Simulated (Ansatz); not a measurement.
Computed with Ansatz on PBE0-D4/def2-TZVP structures; ΔE is electronic, products minus reactants. CBS: MP2 limit from def2 TZ/QZ plus the TZ coupled-cluster correction, frozen cores. This one scheme is used for every species. DFT in def2-TZVPP. B3LYP here is the variant with VWN-RPA as its local correlation; programs differ in this. HSE06 is defined as in plane-wave codes. One conformer a species, not always the lowest.

Reaction (ligand exchange at a B–N bond): `CB(C)N[SiH3]` + H–F → `CB(C)F` + `N[SiH3]`

`CB(C)N[SiH3]`:

Cartesian coordinates in Å:
```
C -0.551 -0.557 -1.987
B -0.168 -0.273 -0.484
C -0.212 -1.441 0.575
N 0.222 1.027 -0.087
Si 0.672 1.559 1.506
H -0.017 -1.431 -2.373
H -0.365 0.280 -2.665
H -1.616 -0.808 -2.057
H -1.126 -2.033 0.474
H -0.131 -1.130 1.621
H 0.615 -2.135 0.382
H 0.252 1.731 -0.811
H 1.014 3.002 1.404
H -0.440 1.393 2.479
H 1.850 0.816 2.023
```

H–F:

Z-matrix (Å, degrees):
```
F
H 1 0.920
```

`CB(C)F`:

Z-matrix (Å, degrees):
```
C
B 1 1.563
H 1 1.092 2 112.8
H 1 1.098 2 107.8 3 -116.8
H 1 1.092 2 113.1 3 125.1
C 2 1.563 1 125.0 3 30.8
F 2 1.337 1 117.5 3 -149.2
H 6 1.092 2 112.9 1 28.4
H 6 1.098 2 107.8 1 -88.7
H 6 1.092 2 112.9 1 153.5
```

`N[SiH3]`:

Z-matrix (Å, degrees):
```
Si
N 1 1.720
H 1 1.486 2 107.9
H 1 1.494 2 116.0 3 -120.3
H 1 1.486 2 107.9 3 119.4
H 2 1.007 1 119.6 3 -168.6
H 2 1.007 1 119.6 3 49.2
```

```csv
level,ΔE (kJ/mol),difference from CCSD(T)/CBS
LDA (SPW92),-22.5,-2.4
PBE-D4,-23.9,-3.8
revPBE-D4,-17.4,2.7
BLYP-D4,-27.6,-7.5
B97M-V,-38.0,-17.9
PBE0-D4,-23.5,-3.4
B3LYP-D4,-28.5,-8.4
r2SCANh-D4,-31.0,-10.9
HSE06-D4,-23.6,-3.5
BHLYP-D4,-31.2,-11.1
CAM-B3LYP-D4,-33.7,-13.6
ωB97X-V,-32.0,-11.9
ωB97M-V,-30.0,-9.9
PBE,-32.6,-12.5
BLYP,-45.1,-25.0
r2SCAN,-34.7,-14.6
PBE0,-31.3,-11.2
B3LYP,-42.2,-22.1
r2SCANh,-33.9,-13.8
r2SCAN0,-32.8,-12.7
HSE06,-31.0,-10.9
BHLYP,-42.3,-22.2
CAM-B3LYP,-41.8,-21.7
LC-ωPBE,-35.0,-14.9
RPA@PBE/def2-TZVPP,-23.5,-3.4
HF/def2-SVP,-51.2,-31.1
MP2/def2-SVP,-28.6,-8.5
CCSD/def2-SVP,-33.1,-13.0
CCSD(T)/def2-SVP,-30.3,-10.2
HF/def2-TZVPP,-50.9,-30.8
MP2/def2-TZVPP,-18.3,1.8
SCS-MP2/def2-TZVPP,-24.7,-4.6
CCSD/def2-TZVPP,-26.5,-6.4
CCSD(T)/def2-TZVPP,-22.7,-2.6
HF/def2-QZVPP,-50.8,-30.7
MP2/def2-QZVPP,-16.8,3.3
SCS-MP2/def2-QZVPP,-23.4,-3.3
HF/CBS(def2),-50.8,-30.7
MP2/CBS(def2),-15.7,4.4
CCSD/CBS(def2),-23.9,-3.8
CCSD(T)/CBS,-20.1,0
```

Largest T1 diagnostic among the species: 0.011.

At CCSD(T), def2-SVP lies −10.2 kJ/mol from the extrapolated value and def2-TZVPP −2.6 kJ/mol. The D4 term adds +13.7 kJ/mol with B3LYP and +7.8 kJ/mol with PBE0; it sums over pairs of atoms, weighted by their polarisabilities, and B3LYP, whose exchange is more repulsive, gets the larger term.
